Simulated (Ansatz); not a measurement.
Input file for Ansatz (an electronic-structure program): U-B3LYP/def2-TZVPPD on C2H6Ga (SMILES [CH3][Ga][CH3]). The basis file is the Basis Set Exchange's JSON of that set.

Ansatz 0.2 input:
```yaml
crystal:
  periodic: [false, false, false]
  atoms:
    - {symbol: Ga, position_ang: [-0.49859542, -0.85310862, 0.43946488]}
    - {symbol: C, position_ang: [1.48910444, -0.86407390, 0.07993707]}
    - {symbol: H, position_ang: [1.93192824, 0.02186389, 0.54314540]}
    - {symbol: H, position_ang: [1.98741262, -1.75557081, 0.45465191]}
    - {symbol: H, position_ang: [1.64020935, -0.79695522, -1.00120950]}
    - {symbol: C, position_ang: [-1.51446438, 0.82049487, -0.05800809]}
    - {symbol: H, position_ang: [-1.28616823, 1.07133137, -1.09744965]}
    - {symbol: H, position_ang: [-2.59098838, 0.71963084, 0.06218435]}
    - {symbol: H, position_ang: [-1.15853824, 1.63648759, 0.57738363]}
basis:
  gaussian:
    orbitals: def2-TZVPPD.json
hamiltonian:
  xc: {name: B3LYP}
magnetization: {spin_polarized: true, initial_magnetization: 1}
```

The log:

```
WARN ansatz: RAYON_NUM_THREADS=4 ignored (pool sized by the plan → 4); use --threads N
Functional definition: B3LYP
integrals: 0.14 GiB planned
1121 factors; their error is unknown
mean field: 1.78 GiB planned
mean field evaluation 1: about -54536.1618 eV, gradient 5.9e1 eV
mean field evaluation 2: about -54519.8101 eV, gradient 7.6e1 eV
mean field evaluation 4: about -54551.3534 eV, gradient 4.2e0 eV
mean field evaluation 8: about -54551.3952 eV, gradient 2.5e-2 eV
mean field evaluation 16: about -54551.5083 eV, gradient 1.1e-4 eV
mean field -54551.50833577 eV, -2004.7309549993 hartree, gradient 6.1e-6 eV, S^2 0.752069; 0 other end points of the search recorded, 0 dependent functions left out
reference -54551.50862577 eV, -2004.7309656565 hartree; 25, 24 occupied and 205, 206 virtual orbitals, 1121 factors
Total energy: -54551.50862577 eV, -2004.7309656565 hartree
```

The run converged.

Cost: around 17 core-seconds (rough).
